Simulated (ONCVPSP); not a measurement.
# What one change does to a pseudopotential (Li (Z = 3), ONCV)

```
Element                 : lithium (Li)
Generator               : ONCVPSP 4.0.1
Type                    : optimised norm-conserving Vanderbilt (ONCV)
Functional              : PW91
Relativity              : scalar-relativistic
Frozen core             : [He]
Valence charge          : 1
Reference configuration : 2s1
Partial waves           : 2s: rc 2.15 bohr, ncon 5, nbas 9, qcut 2.8 1/bohr, 1 projector; p scattering state at 0.34 Ha: rc 2.30 bohr, ncon 5, nbas 9, qcut 3.7 1/bohr, 2 projectors, debl 2.7 Ha; d scattering state at 0.41 Ha: rc 2.30 bohr, ncon 4, nbas 9, qcut 3.7 1/bohr, 2 projectors, debl 2.3 Ha
Local potential         : polynomial inside 2.00 bohr (lpopt 5, dvloc0 4 Ha)
Core correction         : Teter function, fcfact 4.75, rcfact 1.55
```

All-electron outer shells of the reference configuration (PW91, scalar-relativistic, ld1.x):

```json
{"shell": "1s", "level (eV)": "-52.04", "outermost node (bohr)": "–", "outermost maximum (bohr)": "0.36"}
{"shell": "2s", "level (eV)": "-2.89", "outermost node (bohr)": "0.83", "outermost maximum (bohr)": "3.12"}
```

Change: d: rc 1.64; local potential polynomial inside 1.64 bohr (lpopt 5, dvloc0 4 Ha).

Cutoffs: the cutoffs (Ha) at which the residual kinetic energy of the hardest occupied pseudo-wave falls to 1 and 0.1 mHa per electron; they do not see the model core or the augmentation charge, which bear on the density cutoff. Errors are all-electron minus pseudo energies relative to the spin-unpolarised reference configuration.

Task: What does the change do?

Result: The potential gets neither clearly harder nor softer (2.2 Ha and 3.8 Ha → 2.2 Ha and 3.8 Ha); the range in which the s phases agree narrows (upper end 1.9 → 0.1); neither file shows a bound ghost.

| quantity | base | changed |
| --- | --- | --- |
| cutoff, loose | 2.2 Ha | 2.2 Ha |
| cutoff, tight | 3.8 Ha | 3.8 Ha |
| bound ghosts | none | none |
| GHOST(+) flags under 300 eV | none | none |
| error for 2s0.5, meV [ΔE 2.05 eV] | +5.2 | +7.0 |
| error for 2s0 2p1, meV [ΔE 1.79 eV] | +2.3 | +3.1 |
| s: phases at 2.18 bohr within 0.05 rad from the reference energy up to (Ha; the scan ends near 5) | 1.9 | 0.1 |
| p: phases at 2.33 bohr within 0.05 rad from the reference energy up to (Ha; the scan ends near 5) | to the end of the scan | to the end of the scan |
| rms error of d²Exc/dni dnj with the model core, mHa | 0.97 | 0.97 |

Base: The cutoffs count occupied waves only; projector 2 of the p channel, the hardest unoccupied one, needs 29 Ha at the loose tolerance. Changed file: The cutoffs count occupied waves only; projector 2 of the p channel, the hardest unoccupied one, needs 29 Ha at the loose tolerance.
